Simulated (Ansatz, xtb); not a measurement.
**Two isomers of C6H8N+**

We compare a, `Cc1cc[nH+]cc1`, a singlet, with b, `Cc1cccc[nH+]1`, a singlet. Both are isolated ions in the gas phase, relaxed with B3LYP-D3(BJ)/def2-SVP.

Task: Which of the two would you expect CCSD(T)/def2-SVP + ΔMP2/def2-TZVPP electronic energies to favour?

Result: Too close to call at this level: CCSD(T)/def2-SVP + ΔMP2/def2-TZVPP gives E(b) − E(a) = −0.041 eV.

How the difference moves with the method:

| level | geometry | E(b) − E(a) (eV) | departure from the last row (eV) | job, with rough time for the two |
| --- | --- | --- | --- | --- |
| GFN2-xTB | GFN2-xTB | −0.022 | +0.018 | optimisation, 0.084 s |
| HF/STO-3G | GFN2-xTB | −0.067 | −0.026 | single point, 0.28 s |
| r2SCAN-D4/def2-SVP | GFN2-xTB | −0.036 | +0.005 | single point, 3.4 s |
| B3LYP-D3(BJ)/def2-SVP | B3LYP-D3(BJ)/def2-SVP | −0.039 | +0.002 | optimisation, 17 s |
| HF/def2-SVP | B3LYP-D3(BJ)/def2-SVP | −0.028 | +0.013 | part of the CCSD(T) run |
| MP2/def2-SVP | B3LYP-D3(BJ)/def2-SVP | −0.032 | +0.009 | part of the CCSD(T) run |
| CCSD(T)/def2-SVP | B3LYP-D3(BJ)/def2-SVP | −0.032 | +0.009 | single point |
| CCSD(T)/def2-SVP + ΔMP2/def2-TZVPP | B3LYP-D3(BJ)/def2-SVP | −0.041 |  | single point, 55 s |

As drawn, both hold the same kinds of bond in the same numbers.

The largest departure from CCSD(T)/def2-SVP + ΔMP2/def2-TZVPP is that of HF/STO-3G, 0.026 eV. The last row adds to CCSD(T) the change of the MP2 difference between the two basis sets, here −0.009 eV.

With thermal terms from frequencies at re-optimised GFN2-xTB minima (ideal gas, soft modes damped towards free rotors, one conformer each, 298.15 K, 1 atm): on the last row, ΔE + ΔZPE = −0.041, ΔH = −0.042, ΔG = −0.041 eV.

The correlated steps freeze 7 core orbitals. Run with Ansatz 0.2.0, xtb 6.7.1; the last row on 4 threads of Arm Neoverse V2 on a shared host.
